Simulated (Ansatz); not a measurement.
Species: SiHCl, charge 1, doublet. SiHCl+ (parent SMILES [SiH]Cl, doublet).
B3LYP-D3(BJ)/def2-TZVP minimum from Ansatz (a program for electronic structure):
```
Si
H 1 1.5065
Cl 1 1.9651 2 115.71
```
Charge +1, spin multiplicity 2.

Total energies in cc-pV(D+d)Z, 11 correlated electrons, 10 frozen orbitals. Open shells are spin-unrestricted; no spin-orbit coupling. Correlated methods leave the cores frozen. No relativity. The spin of HClSi+ (parent SMILES [SiH]Cl, doublet) was assumed, and the state is the lowest solution found for it.

| method | program | energy (Eh) | minus CCSDTQ (mEh) |
|---|---|---|---|
| HF | Ansatz | -748.71462 | 233.44 |
| MP2 | Ansatz | -748.91211 | 35.96 |
| CCSD | Ansatz | -748.93939 | 8.67 |
| CCSD(T) | Ansatz | -748.94649 | 1.57 |
| CCSDT(Q) | Ansatz | -748.94812 | -0.06 |
| CCSDTQ | Ansatz | -748.94806 | 0.00 |

Rough core times of Ansatz's runs on a shared machine: CCSD(T) under 20 s, CCSDT(Q) 80 s, CCSDTQ 80 min.
